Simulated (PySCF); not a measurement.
**Molecular orbitals of CuH⁺**

PBE0 at R = 1.471 Å; PySCF, scalar-relativistic core potentials, basis sets Cu cc-pVDZ-PP with ECP10, H cc-pVDZ. State: ²Σ⁺ (doublet), unpaired electrons σ ↑. Only the outer orbitals are listed, counted within each symmetry, core potentials removing the inner ones.

```csv
spin,orbital,occ.,ε (eV),on Cu (%),main shells (%)
α,3σ,1,-20.22,85,"84 Cu d, 14 H s"
α,2π,1,-18.70,100,100 Cu d
α,2π,1,-18.70,100,100 Cu d
α,1δ,1,-18.20,100,100 Cu d
α,1δ,1,-18.20,100,100 Cu d
α,4σ,1,-16.45,56,"44 H s, 37 Cu s, 14 Cu d"
α,5σ,0,-9.31,87,"53 Cu s, 32 Cu p, 13 H s"
α,3π,0,-6.34,100,100 Cu p
α,3π,0,-6.34,100,100 Cu p
β,2π,1,-18.37,100,100 Cu d
β,2π,1,-18.37,100,100 Cu d
β,1δ,1,-17.78,100,100 Cu d
β,3σ,1,-17.75,69,"56 Cu d, 30 H s, 12 Cu s"
β,1δ,1,-17.74,100,100 Cu d
β,4σ,0,-12.08,82,"40 Cu s, 40 Cu d, 18 H s"
β,5σ,0,-8.81,83,"42 Cu p, 38 Cu s, 17 H s"
β,3π,0,-5.76,100,100 Cu p
```

Q: Which are the highest filled and the lowest empty level, where do they sit, and how wide is the gap?

A: Highest filled α 4σ at -16.45 eV (in %: 44 H s, 37 Cu s, 14 Cu d); lowest empty β 4σ at -12.08 eV (in %: 40 Cu s, 40 Cu d, 18 H s); the gap at PBE0 is 4.37 eV.

| Item | Value |
| --- | --- |
| bond order (Mayer) | 0.93 |
| ⟨S²⟩ | 0.753 |
| charge on Cu (Mulliken, basis-dependent) | 0.90 |
| charge on Cu (Löwdin, basis-dependent) | 0.87 |
| dipole moment (positive dipole points towards H; it is taken about the centre of mass and depends on that origin) | -0.94 D |
| polarisability along the bond | 19.8 bohr³ |
| polarisability across the bond | 10.3 bohr³ |

The state is the lowest single determinant that the PBE0 search found; with open d or f shells the true ground state can be another one.
